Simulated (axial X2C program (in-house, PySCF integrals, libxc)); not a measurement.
RuI: the levels of the configuration d7 s0 p(π)0

Computed with an in-house all-electron X2C program for linear molecules (integrals from PySCF): two-component X2C with atomic mean-field Coulomb and Gaunt terms, basis Ru dyall-v3z, I dyall-v3z (cores contracted in-house). Orbitals come from Hartree–Fock averaged over the configuration Ru d7 s0 p(π)0; CI then distributes these electrons over the d, s, p(π) shells of Ru.

R = 2.713 Å (near the minimum of the configuration average).

Lowest levels of this model:

| Ω | energy (cm⁻¹) | g∥ | μ (D) | configuration |
| --- | --- | --- | --- | --- |
| 9/2 | 0 | 11.99 | -6.99 | 100% d7 |
| 1/2 | 378 | 1.45 | -7.09 | 100% d7 |
| 7/2 | 408 | 8.84 | -7.06 | 100% d7 |
| 3/2 | 457 | 4.24 | -7.10 | 100% d7 |
| 5/2 | 544 | 6.59 | -7.11 | 100% d7 |
| 7/2 | 1637 | 9.14 | -7.05 | 100% d7 |
| 5/2 | 1663 | 5.59 | -7.05 | 100% d7 |
| 3/2 | 1796 | 3.55 | -7.08 | 100% d7 |
| 1/2 | 1848 | 1.30 | -7.09 | 100% d7 |
| 3/2 | 2568 | 2.13 | -7.05 | 100% d7 |
| 5/2 | 2622 | 5.80 | -7.05 | 100% d7 |
| 1/2 | 2792 | 1.55 | -7.08 | 100% d7 |
| 3/2 | 3224 | 2.09 | -7.05 | 100% d7 |
| 1/2 | 3393 | 0.30 | -7.07 | 100% d7 |
| 5/2 | 12222 | 6.14 | -7.01 | 100% d7 |
| 7/2 | 12623 | 7.92 | -7.04 | 100% d7 |
| 9/2 | 13998 | 9.87 | -7.11 | 100% d7 |
| 7/2 | 15556 | 6.05 | -7.09 | 100% d7 |
| 9/2 | 17392 | 9.79 | -7.12 | 100% d7 |
| 11/2 | 17511 | 12.00 | -7.17 | 100% d7 |
| 9/2 | 19027 | 8.36 | -7.17 | 100% d7 |

g∥ is the magnitude of 2⟨Lz + ge Sz⟩ for the +Ω component. μ is positive if the I end is positive.

Task: From Ω and g∥ of the lowest level, whose 2⟨Lz + ge Sz⟩ is positive, find ⟨Sz⟩ and ⟨Lz⟩ (ge = 2.0023).

Result: Ω = ⟨Lz⟩ + ⟨Sz⟩ = 9/2 and ⟨Lz⟩ + ge⟨Sz⟩ = 5.995, so ⟨Sz⟩ = 1.49 and ⟨Lz⟩ = 3.01.

Occupations of the active spinors in the lowest level by ω, shell by shell in order of energy: -5/2: 0.00; -3/2: 0.94 0.06 0.00; -1/2: 0.95 0.05 0.00 0.00; 1/2: 1.00 1.00 0.00 0.00; 3/2: 1.00 1.00 0.00; 5/2: 1.00. The leading determinant has weight 0.89 among 463.

This point took 3.1 s on 1 thread of Intel(R) Xeon(R) Platinum 8488C (Sapphire Rapids) (shared host).

Dynamic correlation is missing, so gaps between terms are too wide and other configurations may lie lower; the lowest level listed is that of this model, not necessarily the ground state. For d shells the ligand-field splittings (σ, π, δ) and their order can be off by a thousand cm⁻¹ or more. At most 4 roots were kept for each Ω > 0 (twice that for Ω = 0) within 3.2 eV of the lowest, so higher up levels can be missing between those listed; levels with Ω > 0 are doubly degenerate and listed once, Ω = 0 levels singly. States that fill the shells left empty in the average are placed too high.
